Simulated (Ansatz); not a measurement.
Calculated with Ansatz (gas phase, PBE0-D4/def2-TZVP geometries, no zero-point term in ΔE). CCSD(T)/CBS is the MP2 limit (def2-TZVPP, def2-QZVPP) plus CCSD(T) − MP2 in def2-TZVPP, frozen cores. This one scheme is used for every species. Functionals use def2-TZVPP. B3LYP here is the variant with VWN-RPA as its local correlation; programs differ in this. HSE06 is defined as in plane-wave codes. One conformer a species, not always the lowest.

Consider the substitution at a C–Si bond: `CC(C)(C)C[Si](C)(F)F` + H₂S → `CC(C)(C)CS` + `C[SiH](F)F`.

```csv
level,ΔE (kJ/mol),difference from CCSD(T)/CBS
LDA (SPW92),49.3,1.2
PBE-D4,48.6,0.5
revPBE-D4,48.3,0.2
PBE0-D4,50.2,2.1
B3LYP-D4,51.1,3.0
r2SCANh-D4,51.9,3.8
r2SCAN0-D4,51.9,3.8
HSE06-D4,49.9,1.8
BHLYP-D4,52.5,4.4
CAM-B3LYP-D4,52.4,4.3
ωB97X-V,49.5,1.4
ωB97M-V,52.3,4.2
B2PLYP,44.6,-3.5
PBE-QIDH,46.1,-2.0
PBE,43.4,-4.7
revPBE,40.6,-7.5
BLYP,40.8,-7.3
B3LYP,43.5,-4.6
r2SCANh,49.5,1.4
r2SCAN0,49.3,1.2
HSE06,45.1,-3.0
BHLYP,45.7,-2.4
CAM-B3LYP,47.1,-1.0
LC-ωPBE,48.2,0.1
RPA@PBE/def2-TZVPP,48.1,0.0
HF/def2-SVP,52.0,3.9
MP2/def2-SVP,50.7,2.6
CCSD/def2-SVP,53.0,4.9
CCSD(T)/def2-SVP,52.5,4.4
HF/def2-TZVPP,42.3,-5.8
MP2/def2-TZVPP,45.6,-2.5
SCS-MP2/def2-TZVPP,43.3,-4.8
CCSD/def2-TZVPP,50.2,2.1
CCSD(T)/def2-TZVPP,49.7,1.6
HF/def2-QZVPP,41.6,-6.5
MP2/def2-QZVPP,44.4,-3.7
SCS-MP2/def2-QZVPP,42.3,-5.8
HF/CBS(def2),41.6,-6.5
MP2/CBS(def2),44.0,-4.1
CCSD/CBS(def2),48.6,0.5
CCSD(T)/CBS,48.1,0
```

Largest T1 diagnostic among the species: 0.011.

At CCSD(T), def2-SVP lies +4.4 kJ/mol from the extrapolated value and def2-TZVPP +1.6 kJ/mol. From BLYP to BHLYP (50 % exact exchange), in def2-TZVPP and without D4, ΔE moves by +4.8 kJ/mol.
